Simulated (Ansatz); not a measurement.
Cost and result up the ladder for Zn10O10 (20 atoms). The state is a singlet with charge 0. Geometry: PBE-D4/def2-SVP.

Cartesian coordinates in Å:
```
Zn 2.5427 1.2569 1.4825
Zn 1.5583 0.9755 -1.5481
Zn 2.8386 -0.8653 -0.1288
Zn 0.7287 -1.5999 -2.7488
Zn -0.3910 1.2993 2.4377
Zn 1.2410 -0.7298 2.7191
Zn -1.9631 -0.8734 1.7812
Zn -1.5099 1.4465 -0.6229
Zn -1.4765 -0.0391 -2.8835
Zn -3.3501 -0.6692 -0.5811
O 2.9725 1.2165 -0.3284
O 1.4085 1.4234 2.9388
O 2.8167 -0.8828 1.7302
O -0.2085 1.2967 -2.0144
O 2.1855 -0.9820 -1.8844
O -0.8412 -1.6282 -3.5843
O -1.7854 1.1880 1.1944
O -0.5934 -0.6831 3.0391
O -3.2388 -1.7702 0.8116
O -2.9346 0.6200 -1.8099
```

Ansatz on 2 threads of AMD EPYC 7R13 on a shared host and a share (18 GiB) of an NVIDIA H100 80GB HBM3. Times are rough, and most runs start from the orbitals of an earlier one. No level here is sound enough to serve as a yardstick. Binding counts from free atoms at the same level (Zn singlet, O triplet; other spins of the atoms weren't run), without zero-point energy or a counterpoise term.

The 6-31G sets use Cartesian d functions. B3LYP takes the VWN-RPA correlation. Correlated methods freeze 100 core orbitals. The rows differ in basis, and correlated rows in double-zeta sets carry the largest basis error. Single mean-field runs in def2-SVP, def2-TZVP are fitted with def2-universal-jkfit.

Correlated methods converge slowly with the basis, most of all in double-zeta sets.

| level | functions | wall time | binding energy per atom (eV) |
| --- | --- | --- | --- |
| PBE-D4/def2-SVP | 450 | 5 s | 3.31 |
| r2SCAN-D4/def2-SVP | 450 | 5.5 s | 3.34 |
| LDA (SPW92)/def2-SVP (with forces) | 450 | 7.5 s | 3.98 |
| HF/6-31G | 380 | 8.5 s | 1.77 |
| PBE0-D4/def2-SVP (with forces) | 450 | 8.5 s | 3.08 |
| r2SCANh-D4/def2-SVP | 450 | 9.5 s | 3.24 |
| PBE-QIDH/def2-SVP | 450 | 10 s | 3.02 |
| PBE-D4/def2-TZVP | 790 | 10 s | 3.05 |
| B3LYP-D4/6-31G | 380 | 12 s | 3.33 |
| MP2/def2-SVP | 450 | 14 s | 3.09 |
| PBE0-D4/def2-TZVP | 790 | 14 s | 2.89 |
| RPA@PBE/def2-SVP | 450 | 17 s | 2.52 |
| HF/STO-3G | 230 | 21 s | 2.26 |
